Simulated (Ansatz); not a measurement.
Reaction (formal hydrolysis of a Ge–C bond): `CN[CH2][GeH3]` + H₂O → `[OH][GeH3]` + dimethylamine

Gas-phase electronic energies from Ansatz, PBE0-D4/def2-TZVP geometries. CBS: MP2 limit from def2 TZ/QZ plus the TZ coupled-cluster correction, frozen cores. This one scheme is used for every species. Functionals use def2-TZVPP. B3LYP here is the variant with VWN-RPA as its local correlation; programs differ in this. For Ge outer-core shells are correlated without core-valence functions, which leaves a few kJ/mol of doubt a bond. Scalar relativity is left out up to krypton. One conformer a species, not always the lowest.

CCSD(T)/CBS gives -8.2 kcal/mol.

Q: Another level gave -12.1 kcal/mol. Which?
A. HF/def2-TZVPP
B. B3LYP/def2-TZVPP
C. ωB97M-V/def2-TZVPP
D. PBE-D4/def2-TZVPP

A: B. B3LYP -12.1, ωB97M-V -9.9, PBE-D4 -8.7, HF/def2-TZVPP -15.1 kcal/mol.

Largest T1 diagnostic among the species: 0.011.

The D4 term adds +1.7 kcal/mol with B3LYP and +1.0 kcal/mol with PBE0; it sums over pairs of atoms, weighted by their polarisabilities, and B3LYP, whose exchange is more repulsive, gets the larger term. In def2-TZVPP, CCSD(T) changes the Hartree–Fock value by +5.8 kcal/mol (the triples alone add +0.5 kcal/mol) and MP2 by +6.0 kcal/mol.
